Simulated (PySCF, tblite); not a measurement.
Species: C3H10B3NS.
Geometry (GFN2-xTB, Å), atoms numbered from 1 in this order:
```
atom  x, y, z in Å
C1     3.1086    0.3729    0.2777
N2     1.8764    0.4322   -0.4802
B3     0.7291   -0.3150   -0.3095
C4    -0.6135   -0.1394   -1.1419
B5    -1.6995   -0.4038   -0.0114
C6    -2.7882    0.7027    0.2862
B7    -1.2002   -1.6497    0.9608
S8     0.5805   -1.5938    1.0200
H9     3.3477    1.3532    0.6970
H10    3.9374    0.0540   -0.3593
H11    2.9926   -0.3426    1.0883
H12    1.9167    1.1191   -1.2201
H13   -0.6518   -0.9312   -1.8947
H14   -0.6958    0.8061   -1.6803
H15   -2.3403    1.4765    0.9120
H16   -3.6525    0.3270    0.8299
H17   -3.1433    1.2060   -0.6119
H18   -1.7126   -2.4678    1.6255
```

Jobs on this species (18 atoms, 66 electrons) with PySCF (density fitting) and tblite. Hardware of each: one thread of an Arm Neoverse N1, no GPU, shared host. Other jobs ran on the host; a repeat could differ by tens of per cent or more.

```tsv
level and settings	work	basis functions	SCF cycles	wall time
GFN2-xTB	Hessian by finite differences	–	–	?
GFN2-xTB	L-BFGS relaxation	–	–	?
PBE0/pcSseg-1	shieldings, ring-centre shieldings, charges and field gradients	193	13	64 s
PBE0/def2-SVPD	8 singlets by full TDDFT, 3 Tamm–Dancoff triplets, polarisability, density and orbital grids written	247	12	1.9 min
```

Fill in the missing figures.

- GFN2-xTB; Hessian by finite differences: 1.1 s
- GFN2-xTB; L-BFGS relaxation: 1.8 s

What do all jobs in the table cost together?

About 3.0 min; the longest takes about 63 % of that, and about 100 times as long as the shortest.
